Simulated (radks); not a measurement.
Results of a calculation; reference values are marked as such.
How relativity changes the ionisation of the cerium ion Ce15+ ([Kr] 4d7) to Ce16+ ([Kr] 4d6). Spin-unpolarised spherical Kohn-Sham, PBE, point nucleus unless stated (finite: rms radius 4.8771 fm), a radial shooting solver on a logarithmic mesh with Libxc functionals. A level marked "c x" has the speed of light scaled by that factor and shares open shells by 2j + 1; other Dirac levels either fill j = l - 1/2 first or share by 2j + 1.

| level | E(Ce15+) (hartree) | E(Ce16+) (hartree) | IE (eV) | HOMO | <r> HOMO (bohr) |
|---|---|---|---|---|---|
| non-rel. | -8492.8580 | -8477.8118 | 409.43 | 4d | 0.6832 |
| scalar-rel. | -8783.7419 | -8768.7699 | 407.41 | 4d | 0.6843 |
| scalar-rel., finite nucleus | -8783.3233 | -8768.3513 | 407.41 | 4d | 0.6843 |
| Dirac, 2j+1 shares | -8788.4562 | -8773.4870 | 407.33 | 4d5/2 | 0.6872 |
| Dirac, low j first | -8788.6305 | -8773.7274 | 405.53 | 4d5/2 | 0.6874 |
| Dirac, 2j+1 shares, finite nucleus | -8788.0357 | -8773.0665 | 407.33 | 4d5/2 | 0.6872 |
| Dirac, c x 1.25 | -8675.7156 | -8660.7174 | 408.12 | 4d5/2 | 0.6857 |
| Dirac, c x 2 | -8561.8454 | -8546.8175 | 408.93 | 4d5/2 | 0.6842 |
| Dirac, c x 10 | -8495.5616 | -8480.5162 | 409.41 | 4d5/2 | 0.6833 |

NIST Atomic Spectra Database: 403 eV (theoretical). The relativistic part of the total energy of Ce15+ is -295.2 hartree (Dirac, 2j+1 shares, finite nucleus), 3.5 % of the non-relativistic value. Spin polarisation and multiplet splitting of open shells are left out at every level.

Beside tabulated values, note that relativity, absent from the non-relativistic runs, is large for the heavy elements, and spin-unpolarised runs miss the spin-polarisation part of the exchange energy of open shells.
